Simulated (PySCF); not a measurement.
# Bonding in `CN[SiH2][C@@H]([SiH3])[SiH2]F`

Species: C2H12FNSi3.
SMILES with atom numbers: `[CH3:1][NH:2][SiH2:3][C@@H:4]([SiH3:5])[SiH2:6][F:7]` (hydrogens: H8, H9, H10 on C1; H11 on N2; H12, H13 on Si3; H14 on C4; H15, H16, H17 on Si5; H18, H19 on Si6)

Structure used (GFN2-xTB), in Å, numbered top down from 1:
```xyz
19
C2H12FNSi3 angstrom
C      2.2165   -1.4276    0.7490
N      1.6778   -0.9918   -0.5180
Si     0.8467    0.4969   -0.7545
C     -0.6219    0.5693    0.4513
Si    -1.6659    2.1353    0.1682
Si    -1.6611   -1.0084    0.4061
F     -2.8822   -0.8309    1.4554
H      1.5521   -1.1056    1.5469
H      3.2138   -1.0176    0.9452
H      2.2819   -2.5176    0.7728
H      2.2475   -1.3172   -1.2838
H      1.6693    1.7061   -0.5487
H      0.4217    0.4183   -2.1535
H     -0.2122    0.6587    1.4621
H     -0.8214    3.3211    0.3536
H     -2.7707    2.2061    1.1255
H     -2.1941    2.1348   -1.1985
H     -0.9807   -2.1932    0.9136
H     -2.3270   -1.2274   -0.8699
```

Bond orders from the PBE0/pcSseg-1 density (PySCF). The structure is a single GFN2-xTB conformer in the gas phase; no vibrational or solvent corrections.

(1) How far do the computed orders between heavy atoms stray from the drawn ones?

(2) Give the Mayer order of every bond, beside its length.

## Answers

(1) The largest departure is 0.141, at Si3–C4 (drawn single, 0.859). Drawn single, order below 0.88: Si3–C4 (0.859), C4–Si5 (0.879) and C4–Si6 (0.878).

(2) 
| bond | drawn as | length (Å) | Mayer order |
| --- | --- | --- | --- |
| C1–N2 | single | 1.444 | 0.963 |
| N2–Si3 | single | 1.721 | 0.997 |
| Si3–C4 | single | 1.902 | 0.859 |
| C4–Si5 | single | 1.903 | 0.879 |
| C4–Si6 | single | 1.890 | 0.878 |
| Si6–F7 | single | 1.620 | 0.895 |
| C1–H8 | single | 1.087 | 0.964 |
| C1–H9 | single | 1.096 | 0.966 |
| C1–H10 | single | 1.092 | 0.968 |
| N2–H11 | single | 1.008 | 0.934 |
| Si3–H12 | single | 1.477 | 0.904 |
| Si3–H13 | single | 1.464 | 0.961 |
| C4–H14 | single | 1.094 | 0.906 |
| Si5–H15 | single | 1.467 | 0.950 |
| Si5–H16 | single | 1.464 | 0.957 |
| Si5–H17 | single | 1.465 | 0.952 |
| Si6–H18 | single | 1.457 | 0.932 |
| Si6–H19 | single | 1.456 | 0.929 |

Bonds between the same two heavy elements. C–Si: lowest Si3–C4 (0.859, 1.902 Å), highest C4–Si5 and C4–Si6 (0.879, 1.903 Å). Bonds named together lie within 0.004.

Sum the orders of all bonds at each heavy atom with more than one neighbour and set the sums beside the valence in the SMILES.

C1 3.861 (drawn 4), N2 2.894 (drawn 3), Si3 3.721 (drawn 4), C4 3.522 (drawn 4), Si5 3.738 (drawn 4), Si6 3.634 (drawn 4). Orders between atoms that aren't bonded are not in these sums.

For a closed shell the Mayer order of atoms A and B is Σ (PS)μν (PS)νμ over the basis functions μ on A and ν on B, with P the density and S the overlap matrix.
